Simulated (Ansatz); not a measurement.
The first iterations of a band of ClFH4O3Zr (10 atoms, charge 0, multiplicity 1).

Computed with Ansatz, RKS BLYP-D4/def2-SVP.

```yaml
movable_images: 8
climbing_image: no
spring: 5.0 eV/Å²
optimiser: quadratic models (default)
start_path: through a guess of the saddle point
force_threshold: 0.05 eV/Å
iteration_limit: 60
end_points: relaxed
```

First end point:

```xyz
10
Properties=species:S:1:pos:R:3
Zr -0.024 -0.053 0.181
Cl 0.021 -0.028 2.703
O 1.662 -0.401 -0.695
H 2.418 -0.576 -1.272
O -1.132 1.272 -0.688
H -1.508 1.961 -1.255
O -1.017 -1.691 -0.029
H -1.541 -2.494 -0.156
F 1.150 1.925 1.072
H 0.947 1.556 1.958
```

Last end point:

```xyz
10
Properties=species:S:1:pos:R:3
Zr -0.142 0.400 -0.189
Cl 1.468 -0.529 3.052
O 1.615 -0.100 -0.819
H 2.470 -0.461 -1.095
O -1.049 1.432 -1.554
H -1.511 1.732 -2.350
O -1.216 -1.140 0.275
H -1.584 -2.004 0.510
F 0.038 1.576 1.392
H 0.888 0.565 2.595
```

| iteration | highest image above the first end (eV) | largest band force component (eV/Å) |
| --- | --- | --- |
| 1 | 2.488 | 12.404 |
| 2 | 1.031 | 2.348 |
| 3 | 0.645 | 1.503 |
| 4 | 0.423 | 1.012 |
| 5 | 0.279 | 0.470 |

**Question.** Does the band converge within its limit, and where does its top end?

**Answer.** The run converged. It ended after 17 iterations with the highest image 0.163 eV above the first end. No image climbed, so the highest image needn't sit at the top of the path. The orbitals stay closed-shell, which can raise the energy where a bond breaks towards radicals; this wasn't checked here.

Run time: 4.3 min on 4 threads of Arm Neoverse V1, on a shared host, peak memory 0.19 GiB.
